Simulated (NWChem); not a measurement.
# Atomisation of C$_{2}$H$_{7}$FOSi

SMILES: [Si@@H](CO)(C)F
```xyz
12

C      1.8057    -1.0675    -0.4181
Si     0.4996     0.2288    -0.1122
F      0.6177     0.7022     1.4463
C     -1.2219    -0.4818    -0.3958
O     -2.1693     0.5561    -0.3434
H      1.8261    -1.3669    -1.4781
H      2.8031    -0.6807    -0.1581
H      1.6243    -1.9680     0.1895
H      0.7060     1.4406    -0.9538
H     -1.3954    -1.2654     0.3721
H     -1.2163    -1.0099    -1.3746
H     -3.0497     0.1745    -0.4121
```
Charge 0, spin multiplicity 1.

The numbers come from NWChem runs, not from measurements. All single points use one geometry, from PBE0/def2-SVP, a minimum by its harmonic frequencies. It is one conformer; others weren't searched.

Basis set: def2-SVP. The atomisation energy is electronic alone: no zero-point, thermal, spin-orbit or counterpoise terms. No value is extrapolated to the basis-set limit. Free atoms are single determinants with multiplicities C 3, Si 3, F 2, O 3, H 2. Correlated methods freeze the same cores in atoms and molecule, 9 orbitals in all.

The structure started from a generated list of species. The stability of the SCF solutions was not checked. Open-shell Hartree-Fock references start from PBE0 orbitals.

**Question.** One of these methods gave an atomisation energy of 1031.5 kcal/mol. Which?
(A) MP2
(B) BLYP
(C) r2SCAN
(D) PBE0

**Answer.** A, MP2. The others give 1072.6 (PBE0), 1063.7 (BLYP), 1078.0 (r2SCAN).
